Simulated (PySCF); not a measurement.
Input for PySCF:
```python
from pyscf import gto, scf, tdscf

mol = gto.Mole()
mol.atom = '''
    B     0.08513893    0.07479530    0.00422111
    C    -1.16611060   -0.92832764   -0.09116728
    H    -0.89152523   -1.84347027   -0.61260839
    H    -2.01628096   -0.49853093   -0.61526548
    H    -1.50844394   -1.22107957    0.89962718
    O     0.07994256    1.31320768   -0.53870822
    H    -0.72135408    1.56918485   -0.99123148
    O     1.22853741   -0.27134266    0.64098241
    H     1.24073354   -1.14503492    1.02718277
'''
mol.basis = '6-31g'
mol.verbose = 4
mol.build()

mf = scf.RHF(mol)
mf.kernel()
td = mf.TDA()
td.nstates = 5
td.kernel()
td.analyze()
```

**Question.** Predict the total energy from PySCF with HF/6-31G, TDA.

**Answer.** -215.2123 Eh

**Question.** What HOMO-LUMO gap does HF/6-31G, TDA give?

**Answer.** 17.84 eV

**Question.** Estimate the dipole moment that HF/6-31G, TDA returns for this input.

**Answer.** 3.82 D

**Question.** What nuclear repulsion energy does HF/6-31G, TDA give?

**Answer.** 114.7596 Eh
